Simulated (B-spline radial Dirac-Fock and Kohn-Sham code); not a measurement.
Two-hole binding energies of Pd²⁺

System: Pd²⁺, [Kr] 4d8, inside a Watson sphere of charge -2 and radius 3 Å (a model of the Madelung potential; inside it an electron's potential energy is raised by 9.6 eV).

The computed values come from a radial B-spline solver: Dirac-Fock energy differences between relaxed states, corrected for Breit and QED terms. U is the two-hole binding energy less the two single-hole energies, the effective repulsion of the holes after relaxation. Each two-hole energy is an average over J within one jj subconfiguration.

```
          holes  E(a) (eV)  E(b) (eV)  E(ab) (eV)  U (eV)
   1s⁻¹ 2p1/2⁻¹    24374.8     3356.6     27931.4   200.0
   1s⁻¹ 2p3/2⁻¹    24374.8     3199.5     27760.4   186.1
   1s⁻¹ 3p1/2⁻¹    24374.8      587.4     25020.5    58.3
   1s⁻¹ 3p3/2⁻¹    24374.8      559.3     24989.6    55.5
           2s⁻²     3635.8     3635.8      7387.5   116.0
   2s⁻¹ 2p1/2⁻¹     3635.8     3356.6           ?       ?
   2s⁻¹ 2p3/2⁻¹     3635.8     3199.5      6940.6   105.3
2p1/2⁻¹ 2p3/2⁻¹     3356.6     3199.5      6685.8   129.6
        2p3/2⁻²     3199.5     3199.5      6529.0   130.0
   2s⁻¹ 3p1/2⁻¹     3635.8      587.4      4272.3    49.2
   2s⁻¹ 3p3/2⁻¹     3635.8      559.3      4243.0    47.9
   2p3/2⁻¹ 3s⁻¹     3199.5      697.9      3945.4    48.0
        3p1/2⁻²      587.4      587.4      1215.9    41.0
        3p3/2⁻²      559.3      559.3      1156.4    37.8
```

Task: Give the missing two-hole energy and U.

Result: E(ab) = 7100.2 eV and U = 107.8 eV.
